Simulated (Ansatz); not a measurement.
`[NH2][Zn][CH2]F` → `[CH]F` + `[NH2][ZnH]` at 400 K and 1 bar (formal loss of a carbene).

Isolated molecules relaxed with PBE0-D4/def2-TZVP in Ansatz; ΔE leaves out vibrations. CBS: MP2 limit from def2 TZ/QZ plus the TZ coupled-cluster correction, frozen cores. This one scheme is used for every species. For Zn outer-core shells are correlated without core-valence functions, which leaves a few kJ/mol of doubt a bond. Scalar relativity is left out up to krypton. Each species was taken in one conformer, which may not be the lowest.

```csv
species,CCSD(T)/CBS energy (Eh),H − E (kJ/mol),S (J/(mol·K))
`[NH2][Zn][CH2]F`,-1973.31959,169.7,365.1
`[CH]F`,-138.29972,46.3,233.5
`[NH2][ZnH]`,-1834.88092,99.5,279.2
```

H − E and S are ideal-gas, rigid-rotor, harmonic terms from PBE0-D4/def2-TZVP, for one conformer and one mirror image of each species. 1 Eh = 2625.50 kJ/mol, R = 8.31446 J/(mol·K).

Task: By hand: ΔE, ΔH, ΔS and ΔG.

Result: ΔE = (-138.29972) + (-1834.88092) − (-1973.31959) = 0.13895 Eh = 364.8 kJ/mol. Δ(H − E) = 46.3 + 99.5 − 169.7 = -23.9, so ΔH = 340.9 kJ/mol. ΔS = 233.5 + 279.2 − 365.1 = 147.6 J/(mol·K). ΔG = 340.9 − 400 × (147.6)/1000 = 281.9 kJ/mol.

Task: By hand: the equilibrium constant, and the temperature at which ΔG would vanish if ΔH and ΔS stayed fixed.

Result: log₁₀ K = −ΔG/(RT ln 10) = -36.8. ΔG = 0 at ΔH/ΔS = 2310 K.

The number of gas molecules changes by +1, which sets the sign of ΔS. A doubt of 5 kJ/mol in ΔE shifts log₁₀ K by 0.7 here. Other conformers and mirror images would add mixing entropy, several J/(mol·K) or more a flexible species. These are equilibria of isolated gas molecules and say nothing of rates. Largest T1 diagnostic: 0.018 (customary marks: 0.02 for closed shells, 0.045 for open ones).
